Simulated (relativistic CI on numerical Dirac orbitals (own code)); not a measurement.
**Ti2+ in a cubic cluster: 2p photoemission with charge transfer**

Computed with a charge-transfer multiplet model of a cubic metal-ligand cluster with up to one ligand hole, Slater and spin-orbit integrals from Dirac-Coulomb-Breit ions, Slater integrals scaled by 0.8. The ground state mixes d2 with configurations of k ligand holes L, whose averages lie at kΔ + k(k − 1)U_dd/2; a core hole lowers each added d electron by U_cd. 300 K, Lorentzian 0.6 eV and Gaussian 0.8 eV FWHM.

Atomic integrals in eV (Slater integrals scaled, ζ unscaled), ground: F2dd 6.578, F4dd 4.090, zeta_d 0.013; with the core hole: F2dd 8.213, F4dd 5.154, zeta_d 0.027, zeta_core 3.743, F2cd 4.498, G1cd 3.275, G3cd 1.857.

Cluster parameters (eV): Δ = 8.1, U_dd = 4.4, U_cd = 4.9, 10Dq = 0.6, 10Dq(ligand) = 1.4, final-state hopping factor = 0.9.

```json
{"Case": "V(eg) = 1.05 eV, V(t2g) = -0.55 eV", "n_d": "2.07", "d2": "0.93", "d3L": "0.07", "S": "1.00"}
{"Case": "V(eg) = 1.65 eV, V(t2g) = -0.86 eV", "n_d": "2.14", "d2": "0.86", "d3L": "0.14", "S": "1.00"}
{"Case": "V(eg) = 1.95 eV, V(t2g) = -1.02 eV", "n_d": "2.17", "d2": "0.83", "d3L": "0.17", "S": "1.00"}
{"Case": "V(eg) = 2.55 eV, V(t2g) = -1.33 eV", "n_d": "2.22", "d2": "0.78", "d3L": "0.22", "S": "1.00"}
{"Case": "V(eg) = 2.85 eV, V(t2g) = -1.49 eV", "n_d": "2.24", "d2": "0.76", "d3L": "0.24", "S": "1.00"}
```

Weights, n_d and S are thermal averages at 300 K. Binding energies count from the first peak over 30 % of the highest in each spectrum, which can be another peak from case to case. The parameters are a model scan and need not match a compound or its usual spin state. Peaks in eV (height, largest 100):
- V(eg) = 1.05 eV, V(t2g) = -0.55 eV: 0.0 (100), 3.3 (17), 6.1 (52)
- V(eg) = 1.65 eV, V(t2g) = -0.86 eV: 0.0 (100), 3.5 (13), 5.9 (50)
- V(eg) = 1.95 eV, V(t2g) = -1.02 eV: 0.0 (100), 3.5 (12), 6.0 (51)
- V(eg) = 2.55 eV, V(t2g) = -1.33 eV: 0.0 (100), 3.4 (11), 6.0 (51)
- V(eg) = 2.85 eV, V(t2g) = -1.49 eV: 0.0 (100), 3.5 (11), 6.0 (51)

Curve for V(eg) = 1.95 eV, V(t2g) = -1.02 eV (points under 2 left out, the grid thinned):

(E (eV), Intensity): (-3.4, 2.1), (-3.1, 2.6), (-2.7, 3.4), (-2.4, 4.5), (-2.1, 6.2), (-1.8, 9.2), (-1.4, 19.1), (-1.1, 35.2), (-0.8, 59.1), (-0.4, 88.3), (-0.1, 99.0), (0.2, 97.6), (0.6, 75.7), (0.9, 51.5), (1.2, 32.0), (1.5, 21.4), (1.9, 16.1), (2.2, 13.9), (2.5, 12.2), (2.9, 11.3), (3.2, 11.5), (3.5, 11.8), (3.8, 11.4), (4.2, 10.5), (4.5, 11.3), (4.8, 14.8), (5.2, 25.7), (5.5, 38.2), (5.8, 48.9), (6.2, 48.5), (6.5, 38.2), (6.8, 27.1), (7.1, 19.6), (7.5, 14.6), (7.8, 13.1), (8.1, 12.7), (8.5, 12.2), (8.8, 11.2), (9.1, 9.3), (9.5, 6.2), (9.8, 4.5), (10.1, 3.4), (10.4, 2.7), (10.8, 2.2), (11.1, 2.0)

For the case V(eg) = 1.95 eV, V(t2g) = -1.02 eV, Δ = 8.1 eV is larger than U_dd = 4.4 eV, the Mott-Hubbard side of the Zaanen-Sawatzky-Allen scheme. With the core hole the average of the configuration with one ligand hole lies at Δ − U_cd = 3.2 eV before mixing: the effective hopping of about 3.9 eV (from the holes of the mixed ground state) is comparable with this gap or larger, so the configurations mix strongly.

With at most 1 ligand hole the space is cut while the next configuration still counts, so covalency is underestimated, and a final configuration with one more ligand hole, which can lie low, is missing from the spectra.
